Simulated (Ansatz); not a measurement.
Basis-set extrapolation for CH7BSSi, SMILES `C[SiH2]BS` (PBE0-D4/def2-TZVP geometry, frozen core, Ansatz 0.2.0). Multiplicity 1, RHF reference.

```csv
,def2-TZVPP,def2-QZVPP
HF,-753.159577,-753.182708
MP2 correlation,-0.585318,-0.627528
CCSD(T) correlation,-0.674523,not run
```

Energies in hartree. Use E(X) = E(∞) + A·exp(−7.88·√X) for Hartree–Fock and E(X) = E(∞) + B·X^(−2.97) for correlation, with X = 3 and 4, and add CCSD(T) minus MP2 of the smaller set to the MP2 limit.

What is the CCSD(T) energy at the basis-set limit?

HF limit: -753.182708 + (-0.023131) × 0.13774 = -753.18589. MP2 limit: -0.627528 + (-0.042210) × 0.74074 = -0.65879. Higher-order term: -0.674523 − (-0.585318) = -0.08920. Total: -753.93388 hartree, 262.0 kJ/mol below CCSD(T)/def2-TZVPP.
